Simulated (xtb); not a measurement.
H₂Sb (SMILES [SbH2]), doublet, from a rough starting geometry; GFN2-xTB run with xtb 6.7.1.

Input for xtb:
```
$ xtb mol.xyz --gfn 2 --uhf 1 --opt vtight --json

# file mol.xyz
3

Sb     0.04212779     0.83743088     0.01825754
H     -1.14102377    -0.33949436    -0.01582345
H      1.15088471    -0.37726510    -0.05827444
```

Q: Write the output that xtb gives for this input, abridged.

A: 
```
   ID    Z sym.   atoms
    1   51 Sb     1
    2    1 H      2, 3

           -------------------------------------------------
          |                Calculation Setup                |
           -------------------------------------------------

           -------------------------------------------------
          |                 G F N 2 - x T B                 |
           -------------------------------------------------

          ...................................................
          :                      SETUP                      :
          :.................................................:
          :  # basis functions                  12          :
          :  # atomic orbitals                  11          :
          :  # shells                            5          :
          :  # electrons                         7          :
          :  max. iterations                   250          :
          :  Hamiltonian                  GFN2-xTB          :
          :  restarted?                      false          :
          :  GBSA solvation                  false          :
          :  PC potential                    false          :
          :  electronic temp.          300.0000000     K    :
          :  accuracy                    1.0000000          :
          :  -> integral cutoff          0.2500000E+02      :
          :  -> integral neglect         0.1000000E-07      :
          :  -> SCF convergence          0.1000000E-05 Eh   :
          :  -> wf. convergence          0.1000000E-03 e    :
          :  Broyden damping             0.4000000          :
          :  net charge                          0          :
          :  unpaired electrons                  1          :
          ...................................................

 iter      E             dE          RMSdq      gap      omega  full diag
   1     -3.1737508 -0.317375E+01  0.858E+00    2.96       0.0  T
   2     -3.1939514 -0.202006E-01  0.633E+00    3.11       1.0  T
   3     -3.1940228 -0.713965E-04  0.400E+00    3.09       1.0  T
   4     -3.1940323 -0.951641E-05  0.493E-02    3.02       1.2  T
   5     -3.1940324 -0.103586E-06  0.219E-02    3.02       2.6  T
   6     -3.1940324 -0.202707E-07  0.242E-03    3.03      23.8  T
   7     -3.1940324 -0.253079E-09  0.804E-04    3.03      71.8  T
   8     -3.1940324 -0.776814E-10  0.476E-04    3.03     121.3  T

   *** convergence criteria satisfied after 8 iterations ***

[...]
         :: total energy              -3.185291494445 Eh    ::
 * total energy  :    -3.1852915 Eh     change       -0.1556888E-10 Eh
 * total energy  :    -3.1863884 Eh     change       -0.1096944E-02 Eh
 * total energy  :    -3.1863598 Eh     change        0.2860947E-04 Eh
 * total energy  :    -3.1864200 Eh     change       -0.6015117E-04 Eh
 * total energy  :    -3.1864205 Eh     change       -0.5332869E-06 Eh
 * total energy  :    -3.1864210 Eh     change       -0.4870284E-06 Eh
 * total energy  :    -3.1864210 Eh     change       -0.8847154E-09 Eh
   *** GEOMETRY OPTIMIZATION CONVERGED AFTER 7 ITERATIONS ***
         :: total energy              -3.186421001838 Eh    ::
[...]
         6                         -0.1223843              -3.3302
         7                         -0.0171792              -0.4675
         8                         -0.0140966              -0.3836
         9                         -0.0108935              -0.2964
        10                          0.2829097               7.6984
        11                          0.5386780              14.6582
      -------------------------------------------------------------
                  HL-Gap            0.1009745 Eh            2.7477 eV
             Fermi-level           -0.2992725 Eh           -8.1436 eV

     #   Z          covCN         q      C6AA      α(0)
     1  51 Sb       1.870     0.190   406.151    39.463
     2   1 H        0.935    -0.095     5.394     3.631
     3   1 H        0.935    -0.095     5.393     3.631

 Mol. C6AA /au·bohr⁶  :        611.540769
 Mol. C8AA /au·bohr⁸  :      50466.643237
 Mol. α(0) /au        :         46.725163

Wiberg/Mayer (AO) data.
largest (>0.10) Wiberg bond orders for each atom

 ---------------------------------------------------------------------------
     #   Z sym  total        # sym  WBO       # sym  WBO       # sym  WBO
 ---------------------------------------------------------------------------
     1  51 Sb   1.937 --     3 H    0.968     2 H    0.968
     2   1 H    0.991 --     1 Sb   0.968
     3   1 H    0.991 --     1 Sb   0.968
 ---------------------------------------------------------------------------

Topologies differ in total number of bonds
Writing topology from bond orders to xtbtopo.mol

molecular dipole:
                 x           y           z       tot (Debye)
 q only:        0.009       0.446       0.021
   full:        0.009       0.433       0.020       1.103
molecular quadrupole (traceless):
                xx          xy          yy          xz          yz          zz
 q only:       -1.161       0.063       0.894       0.028       0.003       0.267
  q+dip:       -0.983       0.070       1.384       0.013       0.058      -0.400
   full:       -0.347       0.029       0.093       0.012      -0.033       0.255

optimized geometry written to: xtbopt.xyz

           -------------------------------------------------
          | TOTAL ENERGY               -3.186421001838 Eh   |
          | GRADIENT NORM               0.000005650235 Eh/α |
          | HOMO-LUMO GAP               2.747654785530 eV   |
           -------------------------------------------------
```
